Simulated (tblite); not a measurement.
Compound: C₅H₃O₂ (doublet state).
Cartesian coordinates in Å at the GFN2-xTB level; atoms count from 1:
```
atom  x, y, z in Å
O1    -2.3827    1.1041   -0.1757
C2    -1.8336    0.0449   -0.3615
C3    -0.4268   -0.1769   -0.1389
C4     0.5700    0.6795    0.3038
C5     1.7672   -0.0616    0.3382
C6     1.3884   -1.3027   -0.0874
O7     0.1198   -1.4085   -0.3741
H8    -2.3763   -0.8473   -0.7212
H9     0.4398    1.7099    0.5670
H10    2.7431    0.2633    0.6273
```

All values are computed: GFN2-xTB (tblite) harmonic vibrations without scaling, gas phase. This tight-binding method is rough: wavenumbers can miss measured ones by several per cent, in bad cases by 10 to 20. One conformer, not necessarily the lowest. Open shells enter through the occupations alone, without spin polarisation, and single modes of such species can be off by tens of per cent.

Harmonic wavenumbers (cm⁻¹): 152.9, 181.2, 237.9, 482.8, 484.7, 598.6, 720.7, 806.8, 824.8, 833.1, 912.8, 948.3, 1019.8, 1099.6, 1169.8, 1227.0, 1296.3, 1360.5, 1395.2, 1525.0, 1720.6, 2803.2, 3176.5, 3209.6.

A = 8379, B = 2150, C = 1711 MHz; mass 95.013 u (most abundant isotopes); point group Cs, symmetry number 1; spin multiplicity 2.

Task: Zero-point energy?

Result: ½Σν̃ = 14094 cm⁻¹ = 168.60 kJ/mol.

Task: Give the ideal-gas entropy at 500 K and 1 bar in the rigid-rotor, harmonic-oscillator model (classical rotation).

Result: Translation 176.40, rotation 118.36, vibration 83.76, spin (R ln 2) 5.76: S = 384.3 J/(mol K).

Task: And Cp and H(500 K) − H(0)?

Result: Cp = 136.25 J/(mol K), of which vibrations give 103.00 (their classical limit is 24 R = 199.5); H(500 K) − H(0) = 40.95 kJ/mol without the zero-point energy, 24.32 from vibrations.

Task: What must be added to the electronic energy to get the Gibbs energy at 500 K and 1 bar?

Result: ZPE + [H(500 K) − H(0)] − T·S = 168.60 + 40.95 − 192.14 = 17.41 kJ/mol.

Task: Which modes carry the vibrational entropy at 500 K?

Result: 152.9 cm⁻¹: 15.21; 181.2 cm⁻¹: 13.82; 237.9 cm⁻¹: 11.63; 482.8 cm⁻¹: 6.22; 484.7 cm⁻¹: 6.19; 598.6 cm⁻¹: 4.75 J/(mol K); the other 18 give 25.94 together.

Task: How do the functions run with temperature in this model?

Result: 
```tsv
T (K)	S (J/(mol K))	Cp (J/(mol K))	H − H(0) (kJ/mol)	G − H(0) (kJ/mol)	ln q(vib)
150	275.3	57.9	6.48	-34.82	0.59
250	310.1	80.8	13.38	-64.14	1.48
298.15	325.3	92.9	17.56	-79.44	1.97
400	356.0	116.8	28.27	-114.15	3.07
600	410.5	151.7	55.38	-190.94	5.40
900	478.3	181.5	105.84	-324.65	8.89
```

q(vib) and H(0) count from the zero-point level.

Hindered rotation and anharmonicity are outside this model. Other conformers, if any are populated, would add a mixing term that is left out.
